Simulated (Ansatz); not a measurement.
**From Al to In: the atomisation energy (no zero-point term)**

One atom is swapped for its congeners: CH7AlO `C[OH+][AlH3-]`; CH7GaO `C[OH+][GaH3-]`; CH7InO `C[OH+][InH3-]`. All are singlets with charge 0.

Shapes, held fixed at every level: PBE0-D4/def2-TZVP. Programs: Ansatz 0.2.0. Values in eV.

| level | CH7AlO | CH7InO |
| --- | --- | --- |
| SPW92/def2-TZVPP | 36.44 | 34.57 |
| PBE0-D4/def2-TZVPP | 32.11 | 30.07 |
| B2PLYP/def2-TZVPP | 32.15 | 29.96 |
| MP2/def2-SVP | 30.95 | 28.81 |
| CCSD/def2-TZVPP | 31.60 | 29.59 |
| CCSD(T)/def2-TZVPP | 31.90 | 29.91 |

**Question.** Estimate the column for CH7GaO from its neighbours.

**Answer.** The mean of the neighbours at CCSD(T)/def2-TZVPP is 30.91 eV, against 31.13 from the run. All rows: SPW92/def2-TZVPP 35.77; PBE0-D4/def2-TZVPP 31.22; B2PLYP/def2-TZVPP 31.19; MP2/def2-SVP 30.08; CCSD/def2-TZVPP 30.81; CCSD(T)/def2-TZVPP 31.13 eV. At CCSD(T)/def2-TZVPP the atomisation energy falls at every step, from 31.90 to 29.91 eV. Every level shows the same order. For atoms past krypton def2 sets carry core potentials with scalar relativity. Relativity is left out for Ga unless named. Correlated rows may include outer-core shells of Ga, In, which these sets cover unevenly. Spin-orbit coupling, which grows down the group, is left out (summed over each molecule's free atoms 0.02, 0.08, 0.20 eV).
